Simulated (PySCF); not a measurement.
Numbering as in the mapped SMILES `[NH2:1][c:2]1[cH:3][cH:4][cH:5][cH:6][c:7]1[Cl:8]`. Hydrogens are named by the atom that carries them.

How the numbers were obtained: GIAO B97-2/pcSseg-2 shieldings, PBE0-D3(BJ)/def2-TZVP geometry, in PySCF 2.14 (one averaged value for each set of equivalent atoms, relativity neglected, a single conformation, no solvent model).

δ = σ(ref) − σ, references computed at the same level: 13C (σ = 185.38 ppm), 1H (σ = 31.64 ppm) vs TMS; 15N (σ = 261.75 ppm) against NH3; 35Cl (σ = 941.52 ppm) vs HCl.

```
atoms  nucleus  count  δ (ppm)
H(N1)       1H      2        ?
   C6      13C      1    136.9
   C2      13C      1        ?
  Cl8     35Cl      1      174
   C3      13C      1    119.5
H(C5)       1H      1     6.85
   C4      13C      1        ?
H(C6)       1H      1        ?
H(C4)       1H      1     7.24
   C7      13C      1    128.8
H(C3)       1H      1     6.82
   C5      13C      1    123.5
   N1      15N      1     72.1
```

Estimate the values marked ?.

Results:


- C2: 151.0 ppm, aromatic carbon bearing nitrogen; σ withdrawal by the attached heteroatom moves it downfield of the ring CH carbons
- C4: 134.2 ppm, aromatic CH; the aromatic region
- H(C6): 7.47 ppm, hydrogen on an aromatic CH; the ring current deshields protons in the ring plane
- H(N1): 3.93 ppm, hydrogen on an aniline-type nitrogen; labile proton, position sensitive to the medium

OH and NH positions are those of a molecule without intermolecular hydrogen bonds; in solution they move with solvent, concentration and temperature, and exchange usually removes their couplings. Carbons that carry Cl, above all several Cl atoms, come out too deshielded, partly because spin–orbit coupling is missing. Shifts are as computed. Against solution values, carbons near 30 ppm lie about +3 ppm off and those near 130 ppm about +7 ppm; carbons on Cl a further +5 ppm. Of 1211 compounds with measured shifts, 218 miss one by over three times the rms of a fit or turn the order of signals round; such compounds aren't used in these exercises. Experimental scales use liquid or dissolved standards, which lie at an offset from isolated NH3 (liquid NH3: subtract about 20 ppm).
